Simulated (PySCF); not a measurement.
PBE on Ru⁻ (ruthenium, charge -1), [Kr] 4d7 5s2, high-spin 4F determinant. All numbers are calculated (PySCF 2.14, scalar relativity through the core potential, in aug-cc-pwCVQZ-PP with ECP28MDF).

```
cycle= 1 E= -94.5395961072353  delta_E= -0.0241  |g|= 0.0862  |ddm|= 1.61
cycle= 2 E= -94.5363964133213  delta_E= 0.0032  |g|= 0.133  |ddm|= 0.277
cycle= 3 E= -94.541505312366  delta_E= -0.00511  |g|= 0.0285  |ddm|= 0.145
cycle= 4 E= -94.5422053286327  delta_E= -0.0007  |g|= 0.0051  |ddm|= 0.142
cycle= 5 E= -94.5422206591068  delta_E= -1.53e-05  |g|= 0.000195  |ddm|= 0.00854
cycle= 6 E= -94.5422207322078  delta_E= -7.31e-08  |g|= 1.99e-05  |ddm|= 0.00179
cycle= 7 E= -94.5422207328634  delta_E= -6.56e-10  |g|= 2.52e-06  |ddm|= 0.00024
converged SCF energy = -94.5422207328634  <S^2> = 3.7901035  2S+1 = 4.0200017
```

Highest occupied orbital energy: 1.192 eV; ⟨L²⟩ = 12.03; populations by l: s 4.00, p 6.00, d 7.00, f 0.00.

Problem. Can this result be used?

Solution. With care. The calculation finished and met its thresholds. Energies and moments cover only the electrons outside the core potential. At PBE the highest occupied level has a positive energy, so only the finite basis holds that electron; in a semilocal or global hybrid functional this comes from self-interaction and does not mean that the real anion is unbound.
